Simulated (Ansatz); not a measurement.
The geometry has C3 symmetry (within 0.05 Å) and had no frequency check at the DFT level, so a distortion to lower symmetry isn't ruled out.

Z-matrix (Å, degrees):
```
C
C 1 1.5352
H 2 1.1014 1 111.42
H 2 1.1014 3 108.07 1 122.78
H 2 1.1045 3 107.84 4 116.35
C 1 1.5352 2 110.98 3 -57.73
H 6 1.1014 1 111.41 2 178.37
H 6 1.1014 7 108.07 1 122.78
H 6 1.1045 7 107.84 8 116.35
C 1 1.5353 2 110.99 3 178.35
H 10 1.1014 1 111.41 2 -57.72
H 10 1.1014 11 108.07 1 122.77
H 10 1.1045 11 107.84 12 116.35
Ge 1 1.9582 2 107.92 3 60.31
O 14 1.7863 1 111.52 2 -62.89
H 15 0.9670 14 110.93 1 126.43
O 14 1.7863 15 107.37 16 -111.17
H 17 0.9670 14 110.93 15 4.18
O 14 1.7863 15 107.34 16 4.01
H 19 0.9670 14 110.94 15 -111.31
```
Charge 0, spin multiplicity 1.

### Question
Give the dipole moment, HOMO–LUMO gap, HOMO, total energy and LUMO at the level CAM-B3LYP-D3(BJ)/def2-TZVP // B3LYP-D3(BJ)/def2-SVP run with Ansatz (a quantum-chemistry and plane-wave program).

### Answer

- dipole moment = 0.066 e·Å
- HOMO–LUMO gap = 10.11 eV
- HOMO = -9.14 eV
- total energy = -2462.5588 Ha
- LUMO = 0.97 eV
